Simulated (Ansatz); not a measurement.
Reactions of `O=CC(F)S`.

Calculated with Ansatz (gas phase, PBE0-D4/def2-TZVP geometries, no zero-point term in ΔE). CBS: MP2 limit from def2 TZ/QZ plus the TZ coupled-cluster correction, frozen cores. This one scheme is used for every species, atoms too. DFT in def2-TZVPP. B3LYP here is the variant with VWN-RPA as its local correlation; programs differ in this. No spin–orbit coupling; open shells (•) take unrestricted orbitals. Spin–orbit coupling would lower the free atoms: a little for C, F, O, S. Elements past krypton have def2 core potentials. For Ga, Te outer-core shells are correlated without core-valence functions, so the limit isn't a true one: a few kJ/mol of doubt a bond, and 10 to 20 or more in all where bonds break to atoms. Scalar relativity is left out up to krypton. One conformer a species, not always the lowest.

```tsv
reaction	r2SCAN-D4 (kcal/mol)	B3LYP-D4 (kcal/mol)	B2PLYP (kcal/mol)	CCSD(T)/CBS(def2) (kcal/mol)
`O=CC(F)S` + H₂Te → `O=C[TeH]` + `FCS`	-6.1	-5.5	-4.9	-3.6
`O=CC(F)S` + H₂Te → `FC(S)[TeH]` + `C=O`	9.6	7.8	8.3	6.9
`O=CC(F)S` + H₂Te → `O=CC(F)[TeH]` + H₂S	-3.8	-3.8	-3.2	-4.0
`O=CC(F)S` + `BN` → `BNC(F)S` + `C=O`	9.9	8.8	9.2	8.7
`O=CC(F)S` + `[SH][GaH2]` → `O=C[S][GaH2]` + `FCS`	-5.1	-4.7	-4.2	-3.1
`O=CC(F)S` + H₂O → `O=CC(O)F` + H₂S	-3.0	-2.8	-3.2	-1.2
`O=CC(F)S` + H₂O → `O=CC(O)S` + H–F	-6.4	-5.7	-5.5	-6.3
`O=CC(F)S` + H₂ → `O=CCS` + H–F	-23.8	-24.3	-25.7	-27.4
`O=CC(F)S` → 2 C• + F• + 3 H• + O• + S•	742.6	735.7	729.0	737.2
```

Largest T1 diagnostic: 0.016, for `O=C[S][GaH2]`.
